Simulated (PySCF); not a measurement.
C₂H₇N₂, multiplicity 2. Atoms are numbered in the order given.

```xyz
11

N      1.5285    -0.2686     0.2099
C      0.6375     0.7201    -0.1981
C     -0.7294     0.2528    -0.5790
N     -1.2759    -0.6079     0.4784
H      1.0536    -1.0110     0.7234
H      2.3662     0.0558     0.6840
H      1.0660     1.5965    -0.6942
H     -1.3558     1.1342    -0.8286
H     -0.6967    -0.3698    -1.5019
H     -1.5176    -0.0425     1.2937
H     -2.1322    -1.0657     0.1677
```
Charge 0, spin multiplicity 2.

Geometry: B3LYP-D3(BJ)/def2-SVP. The isomer is the one that the SMILES or the coordinates give; other isomers of the formula were not compared. Other conformers were not sampled.

Calculation: PBE/def2-TZVP run with PySCF.

ESP charges are fitted to the potential on shells at 1.4 to 2.0 van der Waals radii. Atomic charges (e):

```tsv
atom	ESP fit	Mulliken	Mulliken spin
N1	-0.58	…	0.20
C2	-0.29	-0.16	0.77
C3	0.18	…	-0.03
N4	-0.77	-0.50	-0.01
H5	0.30	0.23	0.00
H6	0.33	0.22	0.00
H7	0.16	…	-0.03
H8	-0.01	0.09	0.00
H9	0.08	0.08	0.07
H10	0.31	…	0.01
H11	0.30	…	0.01
```

Question: Complete the blanks. (An estimate is asked for; the answer gives what the named calculation found.)

Answer: 
- N1, Mulliken: -0.39
- C3, Mulliken: -0.08
- H7, Mulliken: 0.10
- H10, Mulliken: 0.20
- H11, Mulliken: 0.20

Computed Mayer and Wiberg (Löwdin basis) orders of the bonds:
```
bond    Mayer  Wiberg
------  -----  ------
N1–C2    1.23    1.74
C2–C3    1.08    1.38
C3–N4    1.00    1.43
N1–H5    0.90    0.91
N1–H6    0.92    0.94
C2–H7    0.95    0.89
C3–H8    0.95    0.87
C3–H9    0.92    0.85
N4–H10   0.93    0.95
N4–H11   0.93    0.96
```
